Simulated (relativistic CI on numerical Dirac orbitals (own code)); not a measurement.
Sc VIII: computed level list

Computed by Dirac-Coulomb-Breit CI, orbitals from a KLI potential per configuration, QED by a radiative potential, unscaled Slater integrals (own radial code, finite nucleus).

Configurations in the expansion (outside the closed core [Ne]): 3s²3p², 3s3p³, 3s²3p3d, 3p⁴, 3s3p²3d, 3p³3d, 3s3p3d², 3s²3p4s, 3s²3p4p, 3s²3d4p, 3p³4s, 3s²3p4d, 3p³4p, 3s²3d², 3s3d³, 3p²3d², 3p3d³, 3p3d²4s, 3p3d²4p, 3p3d²4d, 3s²3d4s, 3s3d²4s. Double excitations out of closed p, d and f shells are left out; levels of such configurations are missing from the list, as are those of other unlisted configurations, and high levels can miss mixing partners.

The lowest level is 3s²3p² ³P0, with 95 % of that term; Hund's rules for 3s²3p² give ³P with J = 0, in agreement.

| No. | Configuration | Term | J | E (cm⁻¹) | % | Next component (%) | Lifetime (s) | jj configuration (%) |
| --- | --- | --- | --- | --- | --- | --- | --- | --- |
| 1 | 3s²3p² | ³P | 0 | 0 | 95 | 3 3s3p²3d ³P |  | 3p1/2^2 (71) |
| 2 | 3s²3p² | ³P | 1 | 2213 | 96 | 3 3s3p²3d ³P | 5.17e+00 | 3p1/2 3p3/2 (96) |
| 3 | 3s²3p² | ³P | 2 | 5457 | 95 | 3 3s3p²3d ³P | 2.20e+00 | 3p3/2^2 (53) |
| 4 | 3s²3p² | ¹D | 2 | 27704 | 95 | 2 3s3p²3d ¹D | 1.17e-01 | 3p1/2 3p3/2 (53) |
| 5 | 3s²3p² | ¹S | 0 | 58586 | 94 | 4 3p⁴ ¹S | 1.28e-02 | 3p3/2^2 (70) |
| 6 | 3s3p³ | ⁵S° | 2 | 125651 | 99 | 1 3s3p3d² ⁵S° | 1.19e-06 | 3s 3p1/2 3p3/2^2 (55) |
| 7 | 3s3p³ | ³D° | 1 | 179840 | 85 | 12 3s²3p3d ³D° | 1.69e-09 | 3s 3p1/2 3p3/2^2 (38) |
| 8 | 3s3p³ | ³D° | 2 | 179926 | 85 | 12 3s²3p3d ³D° | 1.74e-09 | 3s 3p1/2 3p3/2^2 (57) |
| 9 | 3s3p³ | ³D° | 3 | 180392 | 86 | 12 3s²3p3d ³D° | 1.84e-09 | 3s 3p1/2 3p3/2^2 (86) |
| 10 | 3s3p³ | ³P° | 0 | 208992 | 87 | 11 3s²3p3d ³P° | 5.65e-10 | 3s 3p1/2 3p3/2^2 (87) |
| 11 | 3s3p³ | ³P° | 1 | 209057 | 86 | 11 3s²3p3d ³P° | 5.73e-10 | 3s 3p1/2 3p3/2^2 (58) |
| 12 | 3s3p³ | ³P° | 2 | 209097 | 84 | 11 3s²3p3d ³P° | 6.03e-10 | 3s 3p3/2^3 (46) |
| 13 | 3s3p³ | ¹D° | 2 | 230556 | 51 | 44 3s²3p3d ¹D° | 4.24e-10 | 3s 3p1/2 3p3/2^2 (40) |
| 14 | 3s3p³ | ³S° | 1 | 279278 | 88 | 6 ¹P° | 2.65e-11 | 3s 3p1/2 3p3/2^2 (52) |
| 15 | 3s²3p3d | ³F° | 2 | 282731 | 96 | 2 3p³3d ³F° | 1.91e-08 | 3p1/2 3d3/2 (73) |
| 16 | 3s²3p3d | ³F° | 3 | 284662 | 96 | 2 3p³3d ³F° | 2.82e-08 | 3p3/2 3d3/2 (49) |
| 17 | 3s²3p3d | ³F° | 4 | 287381 | 97 | 2 3p³3d ³F° | 4.70e-02 | 3p3/2 3d5/2 (97) |
| 18 | 3s3p³ | ¹P° | 1 | 290093 | 79 | 11 3s²3p3d ¹P° | 4.55e-11 | 3s 3p3/2^3 (42) |
| 19 | 3s²3p3d | ³P° | 2 | 327189 | 67 | 9 ¹D° | 3.21e-11 | 3p1/2 3d5/2 (60) |
| 20 | 3s²3p3d | ³P° | 1 | 329588 | 82 | 11 3s3p³ ³P° | 3.30e-11 | 3p3/2 3d3/2 (32) |
| 21 | 3s²3p3d | ³P° | 0 | 330642 | 85 | 11 3s3p³ ³P° | 3.33e-11 | 3p3/2 3d3/2 (85) |
| 22 | 3s²3p3d | ¹D° | 2 | 331971 | 42 | 35 3s3p³ ¹D° | 2.72e-11 | 3p3/2 3d5/2 (47) |
| 23 | 3s²3p3d | ³D° | 1 | 338698 | 81 | 11 3s3p³ ³D° | 2.13e-11 | 3p3/2 3d3/2 (46) |
| 24 | 3s²3p3d | ³D° | 2 | 339542 | 81 | 11 3s3p³ ³D° | 2.15e-11 | 3p3/2 3d3/2 (52) |
| 25 | 3s²3p3d | ³D° | 3 | 339998 | 84 | 11 3s3p³ ³D° | 2.17e-11 | 3p3/2 3d5/2 (57) |
| 26 | 3s²3p3d | ¹F° | 3 | 375185 | 95 | 2 3s3p3d² ¹F° | 1.98e-11 | 3p3/2 3d3/2 (39) |
| 27 | 3s²3p3d | ¹P° | 1 | 384683 | 85 | 10 3s3p³ ¹P° | 2.58e-11 | 3p3/2 3d5/2 (55) |
| 28 | 3p⁴ | ³P | 2 | 387812 | 54 | 41 3s3p²3d ³P | 2.47e-10 | 3p3/2^2 (47) |
| 29 | 3p⁴ | ³P | 1 | 391158 | 55 | 43 3s3p²3d ³P | 2.44e-10 | 3p1/2 3p3/2^3 (55) |
| 30 | 3p⁴ | ³P | 0 | 392391 | 55 | 43 3s3p²3d ³P | 2.42e-10 | 3p3/2^4 (33) |

Energies count from the lowest computed level; ° marks odd parity; lifetimes are radiative, by E1, M1, E2 decay to levels of this space only. Filled j subshells are mostly left out of the jj labels.

The mean weight of the leading LS term, summed over parents, in these 30 levels is 82 %, and that of the leading jj configuration (from the same eigenvectors) 58 %, so LS coupling describes them better.

At this charge configurations can still be misplaced by up to about 7 % of their energy. 24 of the 25 excited levels that our extract of the measured tables holds in this range could be paired (the sources list more); they are missed by 6043 cm⁻¹ on average and 12260 at most, and levels without a partner can miss by more.

Landé's interval rule says that E(J) − E(J−1) = AJ with one A. For the ground term the intervals give A = 2213.1, 1621.7 cm⁻¹ for J = 1, 2; the multiplet is regular.

LS names give the leading component of a level, which can be under half, so a name can repeat, a term be missing and a line seem to break the LS rules.
